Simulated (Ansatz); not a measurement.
`C[Se][SiH3]` + `[AlH3]` → `[AlH2][Se][SiH3]` + CH₄  (formal exchange of groups at the Se–C bond)

Computed with Ansatz on PBE0-D4/def2-TZVP structures; ΔE is electronic, products minus reactants. CCSD(T)/CBS is the MP2 limit (def2-TZVPP, def2-QZVPP) plus CCSD(T) − MP2 in def2-TZVPP, frozen cores. This one scheme is used for every species. DFT in def2-TZVPP. For Se outer-core shells are correlated without core-valence functions, which leaves a few kJ/mol of doubt a bond. Scalar relativity is left out up to krypton.

(1) Is it downhill or uphill in electronic energy at CCSD(T)/CBS, and by how much? (Best estimate.)

(2) What do these levels give: PBE-D4, BLYP-D4, PBE-QIDH, revPBE, r2SCAN, MP2/def2-SVP? (Estimate.)

Largest T1 diagnostic among the species: 0.010.

Answers

(1) The calculation gave: Downhill: ΔE = -193.7 kJ/mol.

(2) Computed: PBE-D4 -189.8, BLYP-D4 -182.5, PBE-QIDH -196.4, revPBE -187.6, r2SCAN -197.9, MP2/def2-SVP -198.6 kJ/mol.

From BLYP to BHLYP (50 % exact exchange), in def2-TZVPP and without D4, ΔE moves by −8.2 kJ/mol. Leaving LDA and LC-ωPBE aside and taking each functional with its dispersion term where it has one, the values, not all of them listed here, spread over 17.3 kJ/mol, from r2SCAN0-D4 to BLYP-D4.
